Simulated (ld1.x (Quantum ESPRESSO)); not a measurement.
Mo, TM: configuration errors across variants

| Property | Result |
| --- | --- |
| Element | molybdenum (Mo) |
| Generator | ld1.x (Quantum ESPRESSO) 7.5 |
| Type | norm-conserving Troullier–Martins (Kleinman–Bylander form) |
| Functional | PBE |
| Relativity | fully relativistic |
| Frozen core | [Ar] 3d10 4s2 |
| Valence charge | 12 |
| Reference configuration | 4p6 4d5 5s1 5p0 |
| Partial waves | 5s (bound): rc 2.20 bohr; 4p (bound): rc 1.15 bohr; 4d (bound): rc 1.40 bohr |
| Local potential | the d channel |
| Core correction | none |

Open shells are filled in proportion to 2j + 1 (rel_dist='average').

All-electron excitation energies from the reference (eV): (1) 4p6 4d5 5s0 5p0 6.891; (2) 4p6 4d4 5s0 5p0 22.352; (3) 4p6 4d3 5s0 5p0 49.093; (4) 4p6 4d5 5s0.5 5p0 2.727; (5) 4p5 4d5 5s1 5p0 44.013; (6) 4p6 4d5 5s0 5p1 3.138; (7) 4p6 4d4 5s1 5p0 8.063.

5 further variants failed, have other tests or another functional or relativity, and are left out.

A true bound ghost makes a file unfit for plane-wave use even where its test errors are small: the radial tests pick states by their node count and pass the ghost by.

The file “local potential the p channel” misses its own reference levels by 1.7 eV.

Errors AE − PS in meV (a dash: test not solved or not reliable):

```tsv
change	(1)	(2)	(3)	(4)	(5)	(6)	(7)	bound ghosts
base	-3.4	+16	+45	-0.8	-15	-4.2	+5.2	s
wave 4d (bound): rc 1.40 bohr becomes 4d (bound): rc 1.78 bohr	-3.3	+15	+41	-0.8	-27	-7.2	+2.4	s
all radii scaled by about 1.33 (s 2.92, p 1.52, d 1.86 bohr)	-8.2	+21	+66	-1.8	-43	-5.6	–	s
wave 5s (bound): rc 2.20 bohr becomes 5s (bound): rc 2.30 bohr	-5.4	+18	+54	-1.2	-17	-5.5	+5.0	s
wave 4p (bound): rc 1.15 bohr becomes 4p (bound): rc 1.62 bohr	-3.2	+16	+46	-0.8	-28	+4.8	+5.4	s
local potential the p channel	-3.1	+17	+49	-1.0	-61	+4.5	-29	s
```

Q: Give the same row for: core correction a·sin(br)/r model core inside 1.14 bohr.

A: -6.6, +1.3, -8.5, -1.3, -25, -5.2, +2.2; bound ghosts: s.
